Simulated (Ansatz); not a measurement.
C₄H₁₂Sn (`CC(C)[CH2][SnH3]`). The species carries charge 0 and has multiplicity 1. Sn: def2 effective core potential. All single points use the PBE0-D4/def2-TZVP geometry. It is one conformer, not always the lowest.

```xyz
17

C     1.127   -0.550   -0.936
C     0.134   -0.685    0.209
C     0.790   -1.361    1.407
C    -0.454    0.664    0.613
Sn   -1.557    1.674   -0.935
H     1.948    0.118   -0.658
H     1.560   -1.518   -1.199
H     0.662   -0.143   -1.839
H    -0.687   -1.329   -0.131
H     1.624   -0.759    1.779
H     0.080   -1.490    2.228
H     1.182   -2.347    1.141
H    -1.138    0.547    1.459
H     0.343    1.340    0.944
H    -2.623    2.818   -0.242
H    -2.469    0.526   -1.818
H    -0.523    2.495   -2.022
```

(1) What is the dipole moment at r2SCAN/def2-TZVPP? (Best estimate.)

(2) And with PBE, B3LYP, ωB97M-V? (Best estimate.)

(3) Give the Mulliken charges with r2SCAN, PBE, B3LYP in def2-TZVPP. (Estimate.)

Results:

(1) Computed: 1.10 D, with components (0.56, -0.64, 0.69) D in this frame, pointing from negative to positive charge.

(2) Ansatz gave: PBE 1.10 D, B3LYP 1.08 D, ωB97M-V 1.00 D.

(3) Computed: 
| atom | r2SCAN | PBE | B3LYP |
| --- | --- | --- | --- |
| C1 | -0.17 | -0.25 | -0.25 |
| C2 | 0.16 | 0.05 | 0.06 |
| C3 | -0.17 | -0.25 | -0.26 |
| C4 | -0.40 | -0.40 | -0.43 |
| Sn5 | 0.55 | 0.52 | 0.60 |
| H6 | 0.04 | 0.07 | 0.07 |
| H7 | 0.04 | 0.08 | 0.08 |
| H8 | 0.05 | 0.08 | 0.08 |
| H9 | -0.01 | 0.05 | 0.04 |
| H10 | 0.04 | 0.07 | 0.07 |
| H11 | 0.04 | 0.08 | 0.08 |
| H12 | 0.04 | 0.08 | 0.08 |
| H13 | 0.09 | 0.11 | 0.11 |
| H14 | 0.08 | 0.10 | 0.10 |
| H15 | -0.13 | -0.12 | -0.14 |
| H16 | -0.13 | -0.12 | -0.14 |
| H17 | -0.13 | -0.12 | -0.14 |

B3LYP here is the variant with VWN-RPA as its local correlation; programs differ in this.
